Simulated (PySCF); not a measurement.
Compound: C₅H₈FN₂ (charge +1).
SMILES: `Cn1cc(F)c[n+]1C`

The closed-shell SCF was solved with PySCF and density fitting under several settings on one GFN2-xTB geometry (grid level 2 and gas phase unless stated).

```json
{"settings": "PBE0/pcSseg-1", "basis functions": "176", "SCF cycles": "14", "E (Eh)": "-403.9170", "HOMO (eV)": "-12.38", "LUMO (eV)": "-5.86"}
{"settings": "PBE0/def2-SVPD", "basis functions": "227", "SCF cycles": "14", "E (Eh)": "-403.6931", "HOMO (eV)": "-12.40", "LUMO (eV)": "-5.87"}
{"settings": "BHandHLYP/pcSseg-1", "basis functions": "176", "SCF cycles": "14", "E (Eh)": "-404.1337", "HOMO (eV)": "-13.41", "LUMO (eV)": "-4.87"}
{"settings": "wB97X/IGLO-II, level shift 0.2 Eh", "basis functions": "224", "SCF cycles": "12", "E (Eh)": "-404.4113", "HOMO (eV)": "-14.60", "LUMO (eV)": "-3.67"}
{"settings": "KT3/6-311G**, start guess sap, damping 0.3 at the start, DIIS from the seventh cycle", "basis functions": "192", "SCF cycles": "24", "E (Eh)": "-410.5356", "HOMO (eV)": "-11.14", "LUMO (eV)": "-6.64"}
{"settings": "KT2/6-31G*", "basis functions": "128", "SCF cycles": "15", "E (Eh)": "-410.9097", "HOMO (eV)": "-11.00", "LUMO (eV)": "-6.47"}
{"settings": "PBE0/pcSseg-1, IEF-PCM benzene, grid level 3, fitting basis def2-qzvpp-jkfit", "basis functions": "176", "SCF cycles": "10", "E (Eh)": "-403.9675", "HOMO (eV)": "-9.95", "LUMO (eV)": "-3.35"}
```

Estimate the rows for these settings: (1) PBE0/IGLO-II, IEF-PCM benzene, fitting basis def2-qzvpp-jkfit; (2) KT2/ANO-RCC-VDZP, IEF-PCM water, level shift 0.2 Eh, fitting basis def2-qzvpp-jkfit; (3) wB97X/6-31G, energy threshold 1e-07 Eh, level shift 0.3 Eh.

```json
{"settings": "PBE0/IGLO-II, IEF-PCM benzene, fitting basis def2-qzvpp-jkfit", "basis functions": "224", "SCF cycles": "10", "E (Eh)": "-404.1150", "HOMO (eV)": "-9.91", "LUMO (eV)": "-3.30"}
{"settings": "KT2/ANO-RCC-VDZP, IEF-PCM water, level shift 0.2 Eh, fitting basis def2-qzvpp-jkfit", "basis functions": "152", "SCF cycles": "11", "E (Eh)": "-411.1548", "HOMO (eV)": "-6.90", "LUMO (eV)": "-2.20"}
{"settings": "wB97X/6-31G, energy threshold 1e-07 Eh, level shift 0.3 Eh", "basis functions": "88", "SCF cycles": "10", "E (Eh)": "-404.1929", "HOMO (eV)": "-14.61", "LUMO (eV)": "-3.60"}
```

Over all rows, what range does the HOMO–LUMO gap span?

From 4.50 eV (KT3/6-311G**, start guess sap, damping 0.3 at the start, DIIS from the seventh cycle) to 11.01 eV (wB97X/6-31G, energy threshold 1e-07 Eh, level shift 0.3 Eh). The functional of the narrowest has no exact exchange, that of the widest range-separated exact exchange.

Compare two rows with the functional wB97X: wB97X/6-31G, energy threshold 1e-07 Eh, level shift 0.3 Eh and wB97X/IGLO-II, level shift 0.2 Eh. Which energy is lower, and by how much?

wB97X/IGLO-II, level shift 0.2 Eh (224 functions) lies 0.2184 Eh or 137 kcal/mol below wB97X/6-31G, energy threshold 1e-07 Eh, level shift 0.3 Eh (88 functions).

Cycle counts include a coarse-grid stage where the run had one. All basis functions are spherical, in the Pople sets too. KT2 and KT3 were designed for NMR shieldings or shifts; total energies of different functionals aren't comparable. ANO-RCC sets were contracted for a scalar-relativistic Hamiltonian, but ran non-relativistically here. Geometry: GFN2-xTB; no vibrations or thermal averaging.
